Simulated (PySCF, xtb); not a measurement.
TeF₂, SMILES F[Te]F.

Harmonic wavenumbers (cm⁻¹) from xtb 6.7.1 with GFN2-xTB at its own minimum, in rising order: 152, 476, 507.

What does PySCF 2.14.0 with B3LYP-D3(BJ)/def2-TZVP give at its own minimum? (The exact figures need the calculation; the answer reports its results.)

203, 615, 633. Paired by order, the mean absolute difference is 105 cm⁻¹ and the zero-point energies are 1.6 and 2.1 kcal/mol.
